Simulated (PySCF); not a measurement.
Species: C2H7B2BrO2.
SMILES with atom numbers: `[CH3:1][O:2][BH:3][CH2:4][O:5][BH:6][Br:7]` (hydrogens: H8, H9, H10 on C1; H11 on B3; H12, H13 on C4; H14 on B6)

Computed with PySCF 2.14.0, PBE0-D3(BJ)/def2-SVP geometry optimisation, gas phase.

(1) Give the optimised bond lengths and angles.

## Answers

(1) 
```
                bond  length (Å)
               C1–O2       1.404
               O2–B3       1.342
               B3–C4       1.590
               C4–O5       1.423
               O5–B6       1.328
              B6–Br7       1.941
C1–H8, C1–H9, C1–H10       1.101
              B3–H11       1.210
      C4–H12, C4–H13       1.104
              B6–H14       1.202
```

Bonds in one row agree within 0.01 Å and their mean is given. A selection of angles:
```
     angle  degrees
  O2–C1–H8    109.3
 O2–C1–H10    113.1
  H8–C1–H9    108.2
 H8–C1–H10    108.6
  C1–O2–B3    126.1
  O2–B3–C4    123.8
 O2–B3–H11    116.1
 C4–B3–H11    119.9
  B3–C4–O5    112.7
 B3–C4–H12    112.6
 B3–C4–H13    108.9
 O5–C4–H12    109.3
 O5–C4–H13    106.4
H12–C4–H13    106.4
  C4–O5–B6    124.5
 O5–B6–Br7    121.0
 O5–B6–H14    120.5
Br7–B6–H14    118.5
```

Torsions: C1–O2–B3–C4 -4° (synperiplanar); O2–B3–C4–O5 167° (antiperiplanar); B3–C4–O5–B6 -64° (synclinal); C4–O5–B6–Br7 -1° (synperiplanar). The mirror-image conformer, all signs reversed, is as good.

B6 (three-coordinate boron) is planar (angles 121.0°, 120.5° and 118.5°, sum 360.0°, 0.00 Å off the plane of its three neighbours). B3 (three-coordinate boron) is planar (angles 123.8°, 119.9° and 116.1°, sum 359.9°, 0.03 Å off the plane of its three neighbours). Of the pairs four or more bonds apart, C4···H10 is among the closest relative to their van der Waals radii: 2.61 Å, 90 % of the sum of Bondi's values. O5 (boron-bound oxygen) is bent (angle 124.5°).

Point group: C1 (no symmetry element, even within 0.4 Å). Whether it is a minimum is left open (no frequencies). The numbers are those of one conformer.
